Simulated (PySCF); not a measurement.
Static response to an electric field

C₁₁H₁₂Se.
Geometry (PBE0-D3(BJ)/def2-SVP, Å), atoms numbered from 1 in this order:
```
atom  x, y, z in Å
C1     2.457    0.464   -0.542
C2     0.978    0.654   -0.357
C3     0.459    1.944   -0.321
C4    -0.909    2.131   -0.142
Se5   -1.818    3.771   -0.071
C6    -3.381    2.781    0.181
C7    -3.165    1.442    0.197
C8    -1.789    1.038    0.020
C9    -1.262   -0.275   -0.007
C10   -2.169   -1.459    0.183
C11    0.112   -0.460   -0.211
C12    0.685   -1.850   -0.253
H13    2.976    1.432   -0.571
H14    2.899   -0.129    0.275
H15    2.687   -0.065   -1.481
H16    1.128    2.800   -0.434
H17   -4.340    3.286    0.294
H18   -3.983    0.734    0.331
H19   -2.284   -2.034   -0.751
H20   -3.172   -1.161    0.509
H21   -1.773   -2.153    0.940
H22    0.997   -2.190    0.750
H23    1.572   -1.907   -0.898
H24   -0.039   -2.584   -0.630
```

Level: PBE0/def2-SVPD (PySCF), static field, nuclei fixed, core orbitals frozen in the response. The polarisability tensor in these axes (au):

```
x   185.01 -24.16 -11.76
y   -24.16 197.18  -0.37
z   -11.76  -0.37  94.80
```

**Question.** Diagonalise the tensor; give its mean and Δα, where Δα² is half the sum of the squared differences of the eigenvalues.

**Answer.** Principal values 93.17, 167.41 and 216.41 au; mean 159.00 au = 23.56 Å³ = 26.21 × 10⁻⁴⁰ C²·m²/J; Δα = 107.47 au (68 % of the mean).

**Question.** What is the dipole moment, and where does it point?

**Answer.** (0.21, -1.34, 0.04) D, 1.36 D in size, pointing from the negative to the positive side. Measured along this direction, the outermost atoms are Se5 and H17 at the negative end and H24 at the positive end.

**Question.** Molar refractivity from α?

**Answer.** Lorentz–Lorenz: R = (4π/3)N_A α = 2.5225 cm³/(mol·Å³) × 23.56 Å³ = 59.4 cm³/mol, in the limit of long wavelengths.

**Question.** Directions of the eigenvectors, and the extent of the frame along each?

**Answer.** Largest value along (-0.62, 0.78, 0.06), where the nuclei span 7.80 Å; middle along (0.77, 0.62, -0.13), 6.50 Å; least along (0.14, 0.04, 0.99), 1.93 Å. The response follows the extents in order.

**Question.** Find the Langevin capture rate constant for O2+ (31.990 u) meeting this molecule (224.010 u), k = 2.342 × 10⁻⁹ cm³/s × √(α in Å³ / reduced mass in u).

**Answer.** The reduced mass is 27.99 u, so k = 2.15 × 10⁻⁹ cm³/s. The formula leaves out the permanent dipole, which adds to the capture rate.

**Question.** What depolarisation ratio follows for Rayleigh scattering of linearly polarised light, taking the static tensor?

**Answer.** ρ = 3Δα²/(45ᾱ² + 4Δα²) = 34650.1/(1137582 + 46200.2) = 0.0293.

**Question.** Orientational against electronic polarisability at 298 K (dilute gas, rigid molecules)?

**Answer.** In Gaussian units μ²/3kT = 14.97 Å³ against 23.56 Å³, a ratio of 0.64; the Debye molar polarisation (4π/3)N_A(α + μ²/3kT) is 97.2 cm³/mol, leaving out the vibrational part.

Isolated species at its PBE0-D3(BJ)/def2-SVP geometry, gas phase. The calculation is non-relativistic, for selenium too.
